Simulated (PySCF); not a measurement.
H6BeOSi2, singlet, at a GFN2-xTB geometry (such geometries of metal compounds can be far from the true shape), atoms displaced at random by about 0.08 Å a coordinate; PySCF with B3LYP/6-31G, gradient.

The PySCF input:
```python
from pyscf import gto, scf, dft

mol = gto.M(
    atom='''
Be   -0.24867474    0.09206102    0.37697630
Si   -1.55235920    1.27181718    1.98153669
H    -1.94659535    0.46036145    3.12651565
H    -2.95763771    1.78606793    1.41017949
H    -0.69919428    2.35166490    2.49073704
O     0.41775806   -0.47901353   -0.64498620
Si    1.34988382   -0.99364949   -1.62284793
H     0.46133808   -2.00848797   -2.56011256
H     2.44725170   -1.85608758   -0.97151964
H     1.93750518   -0.19705366   -2.56772385
''',
    basis='6-31g',
    verbose=4,
)

mf = dft.RKS(mol)
mf.xc = 'b3lyp'
mf.grids.level = 0
mf.kernel()
g = mf.nuc_grad_method()
g.grid_response = False
grad = g.kernel()
```

The log (banner, timings and long lists left out):

```
PySCF version 2.14.0

[INPUT] verbose = 4
[INPUT] num. atoms = 10
[INPUT] num. electrons = 46
[INPUT] charge = 0
[INPUT] spin (= nelec alpha-beta = 2S) = 0
[INPUT] symmetry False subgroup None
[INPUT] Mole.unit = angstrom
[INPUT] Symbol           X                Y                Z      unit          X                Y                Z       unit  Magmom
[...]
nuclear repulsion = 163.484758893073
number of shells = 36
number of NR pGTOs = 160
number of NR cGTOs = 56
basis = 6-31g
ecp = {}

******** <class 'pyscf.dft.rks.RKS'> ********
method = RKS
initial guess = minao
damping factor = 0
level_shift factor = 0
DIIS = <class 'pyscf.scf.diis.CDIIS'>
diis_start_cycle = 1
diis_space = 8
diis_damp = 0
SCF conv_tol = 1e-09
SCF conv_tol_grad = None
SCF max_cycles = 50
direct_scf = True
direct_scf_tol = 1e-13
XC library pyscf.dft.libxc version 7.1.2
    S. Lehtola, C. Steigemann, M. J. T. Oliveira, and M. A. L. Marques,  SoftwareX 7, 1–5 (2018)
XC functionals = b3lyp
    P. J. Stephens, F. J. Devlin, C. F. Chabalowski, and M. J. Frisch,  J. Phys. Chem. 98, 11623 (1994)
radial grids:
    Treutler-Ahlrichs [JCP 102, 346 (1995); DOI:10.1063/1.469408] (M4) radial grids

becke partition: Becke, JCP 88, 2547 (1988); DOI:10.1063/1.454033
pruning grids: <function nwchem_prune>
grids dens level: 0
symmetrized grids: False
atomic radii adjust function: <function treutler_atomic_radii_adjust>
small_rho_cutoff = 0
Set gradient conv threshold to 3.16228e-05
Initial guess from minao.
tot grids = 9120
init E= -672.765456699024
[...]
cycle= 1 E= -672.381549179295  delta_E= 0.384  |g|= 0.888  |ddm|= 2.94
[...]
cycle= 2 E= -671.940558843373  delta_E= 0.441  |g|= 1.71  |ddm|= 1.66
[...]
cycle= 3 E= -672.528278808293  delta_E= -0.588  |g|= 0.0785  |ddm|= 1.22
[...]
cycle= 4 E= -672.530074778265  delta_E= -0.0018  |g|= 0.0256  |ddm|= 0.156
[...]
cycle= 5 E= -672.530348604612  delta_E= -0.000274  |g|= 0.00172  |ddm|= 0.0452
[...]
cycle= 6 E= -672.53034966912  delta_E= -1.06e-06  |g|= 0.000236  |ddm|= 0.0036
[...]
cycle= 7 E= -672.530349696303  delta_E= -2.72e-08  |g|= 4.5e-05  |ddm|= 0.000573
[...]
cycle= 8 E= -672.53034969724  delta_E= -9.37e-10  |g|= 1.3e-05  |ddm|= 0.000105
[...]
Extra cycle  E= -672.53034969726  delta_E= -2.05e-11  |g|= 1.18e-05  |ddm|= 3.68e-05
converged SCF energy = -672.53034969726

******** <class 'pyscf.grad.rks.Gradients'> for <class 'pyscf.dft.rks.RKS'> ********
unit = Eh/Bohr
grid_response = False
--------------- RKS gradients ---------------
         x                y                z
0 Be     0.0546263716    -0.0387822511    -0.0605629709
1 Si     0.0067405575     0.0120909807     0.0425178840
2 H     0.0028175577     0.0111778744    -0.0147602234
3 H    -0.0239500845     0.0037830343    -0.0067339637
4 H    -0.0035575610    -0.0146739181    -0.0052919213
5 O     0.1271988164    -0.0837418829    -0.1404062309
6 Si    -0.1323952448     0.1817152867     0.1728206082
7 H    -0.0195385945    -0.0149525520    -0.0153274052
8 H     0.0050386220    -0.0070539183     0.0035699233
9 H    -0.0250162180    -0.0440443646     0.0334756732
----------------------------------------------
```
